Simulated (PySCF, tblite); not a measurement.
Isomers of C9H13N. Method: GFN2-xTB as coded in tblite; computed harmonic values from a numerical Hessian at the method's own geometry, unscaled. Errors from tens to a few hundred cm⁻¹ against measured bands are possible. One conformer each.

Electronic energies: PBE0-D3(BJ)/def2-SVP at its own geometries (PySCF, gas phase).

| SMILES | electronic energy, lowest = 0 (kcal/mol) |
| --- | --- |
| CCN(C)c1ccccc1 | 11.8 |
| CC(C)(C)c1ccncc1 | 7.5 |
| CC(C)c1ccccc1N | 0.0 |
| CC(C)(C)c1cccnc1 | 8.2 |
| CN(C)Cc1ccccc1 | 17.2 |

Task: How do GFN2-xTB zero-point energies change the relative energies?

Result: 
```tsv
SMILES	ZPE (kcal/mol)	of it from modes above 1550 cm⁻¹	electronic (kcal/mol)	with ZPE, lowest = 0 (kcal/mol)	lowest mode (cm⁻¹)	rings
CC(C)c1ccccc1N	123.9	62.3	0.0	0.0	62	1
CC(C)(C)c1ccncc1	123.7	61.1	7.5	7.3	47	1
CC(C)(C)c1cccnc1	123.7	61.1	8.2	8.0	48	1
CCN(C)c1ccccc1	123.7	60.9	11.8	11.6	29	1
CN(C)Cc1ccccc1	123.2	60.1	17.2	16.5	34	1
```

The zero-point energies span 0.7 kcal/mol, from `CN(C)Cc1ccccc1` to `CC(C)c1ccccc1N`. The order is unchanged.

Task: And how do the electronic energies of GFN2-xTB itself compare?

Result: `CC(C)c1ccccc1N` 2.3; `CC(C)(C)c1ccncc1` 0.0; `CC(C)(C)c1cccnc1` 0.3; `CCN(C)c1ccccc1` 2.7; `CN(C)Cc1ccccc1` 8.5 kcal/mol, lowest = 0. Against the energies above, taken from the same isomer `CC(C)c1ccccc1N`, the largest difference is 11.4 kcal/mol. The two levels were optimised apart and needn't hold the same conformer.

Task: What do entropy and thermal enthalpy add at 298.15 K and 1 bar (rigid rotor, harmonic oscillator, one conformer each)?

Result: 
| SMILES | point group | symmetry number | S (cal/(mol K)) | H − H(0) (kcal/mol) | ZPE + H − H(0) − TS (kcal/mol) |
| --- | --- | --- | --- | --- | --- |
| CC(C)c1ccccc1N | C1 | 1 | 96.4 | 6.95 | 102.1 |
| CC(C)(C)c1ccncc1 | Cs | 1 | 96.8 | 6.92 | 101.8 |
| CC(C)(C)c1cccnc1 | Cs | 1 | 96.8 | 6.92 | 101.8 |
| CCN(C)c1ccccc1 | C1 | 1 | 99.4 | 7.00 | 101.1 |
| CN(C)Cc1ccccc1 | C1 | 1 | 98.7 | 6.89 | 100.7 |
